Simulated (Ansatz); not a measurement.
One change: `[CH3][SnH2][GaH2]` becomes `[CH3][SnH2][F]`.

Ansatz, PBE0-D4/def2-TZVP geometries, multiplicity 1. 

Elements past krypton have def2 core potentials. Scalar relativity is left out up to krypton.

```
                                          property  `[CH3][SnH2][GaH2]`
size of the dipole moment (ωB97M-V/def2-TZVPP) / D                 0.66
    zero-point energy (PBE0-D4/def2-TZVP) / kJ/mol                164.0
             HOMO energy (ωB97M-V/def2-TZVPP) / eV                -9.14
                 LUMO energy (PBE/def2-TZVPP) / eV                -2.91
           HOMO–LUMO gap (ωB97M-V/def2-TZVPP) / eV                 8.69
               LUMO energy (B3LYP/def2-TZVPP) / eV                -2.40
```

Task: What does the change do to each property? (An estimate is asked.)

Result: Computed: 
```csv
property,`[CH3][SnH2][F]`,shift
size of the dipole moment (ωB97M-V/def2-TZVPP) / D,3.05,2.39
zero-point energy (PBE0-D4/def2-TZVP) / kJ/mol,135.2,-28.8
HOMO energy (ωB97M-V/def2-TZVPP) / eV,-10.90,-1.76
LUMO energy (PBE/def2-TZVPP) / eV,-1.18,1.73
HOMO–LUMO gap (ωB97M-V/def2-TZVPP) / eV,11.98,3.29
LUMO energy (B3LYP/def2-TZVPP) / eV,-0.67,1.73
```

With PBE0 the HOMO falls by 1.55 eV and the LUMO rises by 1.75 eV, so the gap widens by about 3.30 eV. PBE moves the HOMO by -1.21 eV and ωB97M-V by -1.76 eV. The zero-point energy changes by -28.8 kJ/mol with -6 modes. Dipoles are sizes alone; their direction can turn.

B3LYP here is the variant with VWN-RPA as its local correlation; programs differ in this.
